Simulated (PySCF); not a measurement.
**CaF at PBE0**

Level: PBE0. basis Ca aug-pcseg-1, F aug-pcseg-1; no relativity; PySCF 2.14.

| Property | Result |
| --- | --- |
| state | ²Σ⁺ (doublet), unpaired electrons σ ↑ |
| bond length | 1.960 Å |
| harmonic wavenumber | 601 cm⁻¹ |
| force constant | 2.74 mdyn/Å |
| rotational constant Be | 0.3407 cm⁻¹ |
| anharmonicity ωexe | 3.04 cm⁻¹ |
| vibration–rotation constant αe | 0.00237 cm⁻¹ |
| well depth De to Ca + F | 5.78 eV |
| dissociation energy D0 | 5.74 eV |
| bond order (Mayer) | 0.43 |
| dipole moment (positive dipole means Ca(−)F(+)) | -2.85 D |

The state is the lowest determinant that a PBE0 search found; another state may lie lower at other levels.
